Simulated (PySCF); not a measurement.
**Basis-set dependence of population analyses: `C[C@@H]([SiH3])B(F)F`**

Compound: C2H7BF2Si.
Numbering: `[CH3:1][C@@H:2]([SiH3:3])[B:4]([F:5])[F:6]` (hydrogens: H7, H8, H9 on C1; H10 on C2; H11, H12, H13 on Si3)

PBE0 throughout (PySCF), one geometry, spherical d and f functions. The structure is a single PBE0-D3(BJ)/def2-SVP conformer in the gas phase; no vibrational or solvent corrections. Atoms taken as equivalent share a column and are averaged. The first 7 of 8 kinds of atom are listed.

Mulliken charges (e):

```csv
basis,functions,C1,C2,Si3,B4,F5/F6,H7/H8/H9,H10
STO-3G,41,-0.233,-0.322,+0.532,+0.350,-0.130,+0.074,+0.070
6-31G,72,-0.475,-0.745,+0.537,+0.796,-0.301,+0.181,+0.226
pcSseg-0,72,-0.596,-1.277,+0.501,+1.053,-0.315,+0.243,+0.307
6-31G*,102,-0.537,-0.583,+0.342,+0.699,-0.264,+0.188,+0.210
cc-pVDZ,123,-0.067,-0.330,+0.193,+0.275,-0.099,+0.054,+0.068
def2-SVP,123,-0.047,-0.458,+0.322,+0.299,-0.108,+0.055,+0.099
aug-cc-pVDZ,205,+0.436,+0.282,-0.973,+1.044,-0.425,-0.180,-0.429
"6-311+G(2d,p)",212,-0.494,-0.720,+0.348,+1.039,-0.342,+0.164,+0.173
def2-TZVP,234,-0.372,-0.221,+0.112,+0.464,-0.234,+0.136,+0.118
cc-pVTZ,282,-0.292,-0.218,+0.125,+0.386,-0.194,+0.109,+0.112
IGLO-III,289,-0.388,-0.516,+0.655,+0.843,-0.345,+0.135,+0.158
pcSseg-2,321,-0.054,-0.386,+0.543,+0.696,-0.332,+0.048,+0.076
```

IAO charges (e):

| basis | functions | C1 | C2 | Si3 | B4 | F5/F6 | H7/H8/H9 | H10 |
| --- | --- | --- | --- | --- | --- | --- | --- | --- |
| STO-3G | 41 | -0.383 | -0.510 | +0.635 | +0.436 | -0.165 | +0.128 | +0.138 |
| 6-31G | 72 | -0.417 | -0.524 | +0.456 | +0.681 | -0.303 | +0.149 | +0.176 |
| pcSseg-0 | 72 | -0.404 | -0.549 | +0.449 | +0.664 | -0.291 | +0.146 | +0.178 |
| 6-31G* | 102 | -0.398 | -0.551 | +0.584 | +0.725 | -0.313 | +0.141 | +0.166 |
| cc-pVDZ | 123 | -0.399 | -0.545 | +0.578 | +0.711 | -0.310 | +0.141 | +0.168 |
| def2-SVP | 123 | -0.389 | -0.551 | +0.599 | +0.710 | -0.309 | +0.138 | +0.166 |
| aug-cc-pVDZ | 205 | -0.410 | -0.550 | +0.580 | +0.724 | -0.319 | +0.146 | +0.171 |
| 6-311+G(2d,p) | 212 | -0.413 | -0.563 | +0.612 | +0.731 | -0.321 | +0.147 | +0.172 |
| def2-TZVP | 234 | -0.412 | -0.567 | +0.621 | +0.738 | -0.323 | +0.146 | +0.172 |
| cc-pVTZ | 282 | -0.413 | -0.563 | +0.606 | +0.737 | -0.322 | +0.146 | +0.172 |
| IGLO-III | 289 | -0.413 | -0.566 | +0.620 | +0.736 | -0.323 | +0.147 | +0.172 |
| pcSseg-2 | 321 | -0.412 | -0.566 | +0.619 | +0.738 | -0.323 | +0.146 | +0.172 |

Hirshfeld charges (e):

```json
{"basis": "STO-3G", "functions": "41", "C1": "-0.043", "C2": "-0.135", "Si3": "+0.346", "B4": "+0.189", "F5/F6": "-0.073", "H7/H8/H9": "+0.010", "H10": "+0.010"}
{"basis": "6-31G", "functions": "72", "C1": "-0.093", "C2": "-0.165", "Si3": "+0.287", "B4": "+0.279", "F5/F6": "-0.136", "H7/H8/H9": "+0.040", "H10": "+0.050"}
{"basis": "pcSseg-0", "functions": "72", "C1": "-0.100", "C2": "-0.165", "Si3": "+0.317", "B4": "+0.275", "F5/F6": "-0.136", "H7/H8/H9": "+0.036", "H10": "+0.042"}
{"basis": "6-31G*", "functions": "102", "C1": "-0.093", "C2": "-0.166", "Si3": "+0.286", "B4": "+0.280", "F5/F6": "-0.130", "H7/H8/H9": "+0.039", "H10": "+0.052"}
{"basis": "cc-pVDZ", "functions": "123", "C1": "-0.104", "C2": "-0.178", "Si3": "+0.310", "B4": "+0.270", "F5/F6": "-0.124", "H7/H8/H9": "+0.041", "H10": "+0.051"}
{"basis": "def2-SVP", "functions": "123", "C1": "-0.108", "C2": "-0.179", "Si3": "+0.318", "B4": "+0.282", "F5/F6": "-0.131", "H7/H8/H9": "+0.041", "H10": "+0.050"}
{"basis": "aug-cc-pVDZ", "functions": "205", "C1": "-0.121", "C2": "-0.192", "Si3": "+0.316", "B4": "+0.298", "F5/F6": "-0.138", "H7/H8/H9": "+0.045", "H10": "+0.053"}
{"basis": "6-311+G(2d,p)", "functions": "212", "C1": "-0.113", "C2": "-0.190", "Si3": "+0.319", "B4": "+0.306", "F5/F6": "-0.144", "H7/H8/H9": "+0.044", "H10": "+0.052"}
{"basis": "def2-TZVP", "functions": "234", "C1": "-0.115", "C2": "-0.187", "Si3": "+0.312", "B4": "+0.302", "F5/F6": "-0.141", "H7/H8/H9": "+0.044", "H10": "+0.053"}
{"basis": "cc-pVTZ", "functions": "282", "C1": "-0.115", "C2": "-0.185", "Si3": "+0.309", "B4": "+0.298", "F5/F6": "-0.138", "H7/H8/H9": "+0.044", "H10": "+0.053"}
{"basis": "IGLO-III", "functions": "289", "C1": "-0.121", "C2": "-0.187", "Si3": "+0.312", "B4": "+0.304", "F5/F6": "-0.143", "H7/H8/H9": "+0.044", "H10": "+0.053"}
{"basis": "pcSseg-2", "functions": "321", "C1": "-0.121", "C2": "-0.190", "Si3": "+0.316", "B4": "+0.307", "F5/F6": "-0.142", "H7/H8/H9": "+0.045", "H10": "+0.053"}
```

Some averages cover members that differ in this geometry, most widely: F5/F6, Mulliken in aug-cc-pVDZ -0.477 to -0.373; H7/H8/H9, Mulliken in aug-cc-pVDZ -0.197 to -0.146; F5/F6, Mulliken in 6-311+G(2d,p) -0.357 to -0.326 e.

Problem. Which scheme is steadiest as the basis changes?

Solution. Largest range over the bases for any column: Hirshfeld 0.12 e, IAO 0.30 e, Mulliken 1.63 e. Hirshfeld charges move least and Mulliken charges most, counted in e. Without the minimal STO-3G basis the ranges are Hirshfeld 0.04, IAO 0.17, Mulliken 1.63 e.

Problem. How much do the charges still move between the two largest bases, IGLO-III and pcSseg-2?

Solution. At most, over all atoms: Mulliken 0.335 e, IAO 0.002 e, Hirshfeld 0.004 e.

Problem. What do the same runs give for the total energy, the frontier levels and the dipole moment?

Solution. 
```csv
basis,energy (Eh),HOMO (eV),LUMO (eV),μ (D)
STO-3G,-586.6907,-5.75,4.24,0.45
6-31G,-594.0075,-8.79,0.12,2.01
pcSseg-0,-593.1103,-9.10,0.04,1.93
6-31G*,-594.1079,-8.58,0.40,1.54
cc-pVDZ,-594.1437,-8.67,0.14,1.65
def2-SVP,-593.8184,-8.75,0.10,1.69
aug-cc-pVDZ,-594.1637,-8.77,-0.26,1.78
"6-311+G(2d,p)",-594.2432,-8.81,-0.22,1.83
def2-TZVP,-594.2730,-8.77,-0.08,1.78
cc-pVTZ,-594.2622,-8.75,-0.02,1.74
IGLO-III,-594.2809,-8.78,-0.13,1.79
pcSseg-2,-594.2789,-8.79,-0.15,1.81
```

The dipole is fixed by the density alone, so its range of 1.56 D shows that the density itself changes with the basis, not only its division among atoms.
